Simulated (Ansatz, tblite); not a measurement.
Cost and result up the ladder for H₆Au₃ (9 atoms). Total charge 0; doublet. Geometry: PBE0-D4/def2-SVP.

```xyz
9

Au    1.140   -0.935   -0.666
Au    0.998    1.690   -0.110
Au   -1.214   -2.119    0.122
H    -2.675   -2.426    0.686
H     0.491    3.329    0.389
H     2.089    0.562   -0.787
H    -1.185   -0.463    0.430
H    -0.151    2.844    0.620
H     0.507   -2.482   -0.685
```

Ansatz on 4 threads of Arm Neoverse V2 on a shared host; xTB runs through tblite on one thread. Times are rough, summed over both states, and most runs start from the orbitals of an earlier one. PBE0-D4/def2-TZVP serves as the yardstick here, not as an exact answer. The other state is a singlet.

In the def2 sets Au takes a core potential; there is no spin–orbit coupling. The xTB rows come from tblite. In the doublet, H5 and H8 lie 0.84 Å apart (atoms count from 1), so H2 has formed as a molecule. No other spin state of charge 0 was run. Another isomer (doublet) lies 0.24 eV lower at r2SCAN-D4/def2-TZVP; other spin states weren't run for this one.

Raw xTB energies of ions are shifted by several eV, and xTB has no spin-polarisation term.

| level | functions | vertical IE (eV) | difference from PBE0-D4/def2-TZVP (eV) |
| --- | --- | --- | --- |
| PBE-D4/def2-TZVP (with forces) | 156 | 6.91 | -0.05 |
| GFN1-xTB | 39 | 12.48 | 5.52 |
| r2SCAN-D4/def2-TZVP | 156 | 6.97 | 0.01 |
| GFN2-xTB | 33 | 10.88 | 3.92 |
| PBE0-D4/def2-TZVP | 156 | 6.96 | 0.00 |

Task: Estimate how long each takes.

Result: GFN2-xTB 0.006 s; GFN1-xTB 0.008 s; PBE-D4/def2-TZVP (with forces) 5 s; PBE0-D4/def2-TZVP 6.5 s; r2SCAN-D4/def2-TZVP 9.9 s. On shared hardware such times vary by a factor of up to 3.
